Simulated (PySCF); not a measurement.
Li₂, charge +1, doublet, geometry from GFN2-xTB (such geometries of metal compounds can be far from the true shape) (a state made from the parent by changing its charge; the spin is typed, not shown lowest); PySCF with CAMB3LYP/6-311G**.

Input for PySCF:
```python
from pyscf import gto, scf, dft

mol = gto.M(
    atom='''
Li   -0.00000000   -0.00000000   -1.37032182
Li    0.00000000    0.00000000    1.37032182
''',
    basis='6-311g**',
    charge=1,
    spin=1,
    verbose=4,
)

mf = dft.UKS(mol)
mf.xc = 'camb3lyp'
mf.kernel()
```

**Question.** What does PySCF print? Leave out banner, timings and long lists.

**Answer.** 
```
PySCF version 2.14.0

[INPUT] verbose = 4
[INPUT] num. atoms = 2
[INPUT] num. electrons = 5
[INPUT] charge = 1
[INPUT] spin (= nelec alpha-beta = 2S) = 1
[INPUT] symmetry False subgroup None
[INPUT] Mole.unit = angstrom
[INPUT] Symbol           X                Y                Z      unit          X                Y                Z       unit  Magmom
[INPUT]  1 Li     0.000000000000   0.000000000000  -1.370321820000 AA    0.000000000000   0.000000000000  -2.589532942316 Bohr   0.0
[INPUT]  2 Li     0.000000000000   0.000000000000   1.370321820000 AA    0.000000000000   0.000000000000   2.589532942316 Bohr   0.0

nuclear repulsion = 1.73776511063657
number of shells = 16
number of NR pGTOs = 62
number of NR cGTOs = 36
basis = 6-311g**
ecp = {}

******** <class 'pyscf.dft.uks.UKS'> ********
method = UKS
initial guess = minao
damping factor = 0
level_shift factor = 0
DIIS = <class 'pyscf.scf.diis.CDIIS'>
diis_start_cycle = 1
diis_space = 8
diis_damp = 0
SCF conv_tol = 1e-09
SCF conv_tol_grad = None
SCF max_cycles = 50
direct_scf = True
direct_scf_tol = 1e-13
number electrons alpha = 3  beta = 2
XC library pyscf.dft.libxc version 7.1.2
    S. Lehtola, C. Steigemann, M. J. T. Oliveira, and M. A. L. Marques,  SoftwareX 7, 1–5 (2018)
XC functionals = camb3lyp
    T. Yanai, D. P. Tew, and N. C. Handy,  Chem. Phys. Lett. 393, 51 (2004)
radial grids:
    Treutler-Ahlrichs [JCP 102, 346 (1995); DOI:10.1063/1.469408] (M4) radial grids

becke partition: Becke, JCP 88, 2547 (1988); DOI:10.1063/1.454033
pruning grids: <function nwchem_prune>
grids dens level: 3
symmetrized grids: False
atomic radii adjust function: <function treutler_atomic_radii_adjust>
small_rho_cutoff = 0
Set gradient conv threshold to 3.16228e-05
tot grids = 27448
init E= -14.9169342261883

cycle= 1 E= -14.7609143231707  delta_E= 0.156  |g|= 0.056  |ddm|= 0.625
cycle= 2 E= -14.7766402965498  delta_E= -0.0157  |g|= 0.023  |ddm|= 0.277
cycle= 3 E= -14.7792852117559  delta_E= -0.00264  |g|= 0.00621  |ddm|= 0.107
cycle= 4 E= -14.779489795757  delta_E= -0.000205  |g|= 0.00121  |ddm|= 0.0301
cycle= 5 E= -14.7794968415676  delta_E= -7.05e-06  |g|= 0.00019  |ddm|= 0.0113
cycle= 6 E= -14.7794970267405  delta_E= -1.85e-07  |g|= 1.6e-05  |ddm|= 0.00193
cycle= 7 E= -14.7794970276827  delta_E= -9.42e-10  |g|= 1.39e-06  |ddm|= 0.00014
Extra cycle  E= -14.7794970276871  delta_E= -4.35e-12  |g|= 3.51e-07  |ddm|= 6.83e-06
converged SCF energy = -14.7794970276871  <S^2> = 0.75000779  2S+1 = 2.0000078
```
